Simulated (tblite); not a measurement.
Species: C₆H₆F₃O (doublet state).
Numbering: `[F:1][C:2]([F:3])([F:4])[CH2:5][C@H:6]1[CH2:7][CH:8]=[C:9][O:10]1` (hydrogens: H11, H12 on C5; H13 on C6; H14, H15 on C7; H16 on C8)

Computed geometry: GFN2-xTB, gas phase. This method treats the open shell by occupation alone, without spin polarisation.

What internal coordinates does the optimisation give?

```
               bond  length (Å)
F1–C2, C2–F3, C2–F4       1.341
              C2–C5       1.515
              C5–C6       1.528
              C6–C7       1.549
              C7–C8       1.528
              C8=C9       1.313
             C9–O10       1.331
             C6–O10       1.449
             C5–H11       1.092
             C5–H12       1.092
             C6–H13       1.098
             C7–H14       1.092
             C7–H15       1.089
             C8–H16       1.067
```

Bonds in one row agree within 0.01 Å and their mean is given. A selection of angles:
```
    angle  degrees
 F1–C2–F3    106.3
 F1–C2–F4    106.6
 F1–C2–C5    112.6
 F4–C2–C5    111.7
 C2–C5–C6    111.9
 C5–C6–C7    114.7
C5–C6–O10    107.5
C7–C6–O10    105.8
 C6–C7–C8    101.7
 C7–C8–C9    106.0
C8–C9–O10    118.6
C6–O10–C9    106.6
```

Torsions: F1–C2–C5–C6 54° (synclinal); C2–C5–C6–C7 74° (synclinal); C5–C6–C7–C8 129° (anticlinal); C6–C7–C8–C9 -9° (synperiplanar); C7–C8–C9–O10 4° (synperiplanar); C8–C9–O10–C6 4° (synperiplanar); C5–C6–O10–C9 -132° (anticlinal).

The C–O distances run from 1.331 Å (C9–O10, drawn single) to 1.449 Å (C6–O10, drawn single), a spread of 0.118 Å. Of the pairs four or more bonds apart, F1···H13 is among the closest relative to their van der Waals radii: 2.50 Å, 94 % of the sum of Bondi's values. All 3 C–F bonds measure 1.340 to 1.342 Å. The C–C distances run from 1.313 Å (C8=C9, drawn double) to 1.549 Å (C6–C7, drawn single), a spread of 0.236 Å. C8 (carbon bonded to 2 C and H) is planar (angles 129.7°, 124.2° and 106.0°, sum 359.9°, 0.03 Å off the plane of its three neighbours). The 5-membered ring C6–C7–C8–C9–O10 has internal angles of 101.7° to 118.6°; it is slightly puckered (a soft mode that the optimisation may not have finished), 0.05 Å rms from its mean plane, widest ring torsion 11°.

Point group: C1 (no symmetry element, even within 0.4 Å). Its GFN2-xTB frequencies are all real (lowest 30 cm⁻¹).

Hardware: one thread, Arm Neoverse V1 (aarch64), shared host. Cost: 0.36 s wall. This is the geometry optimisation.

One conformer stands for the species.
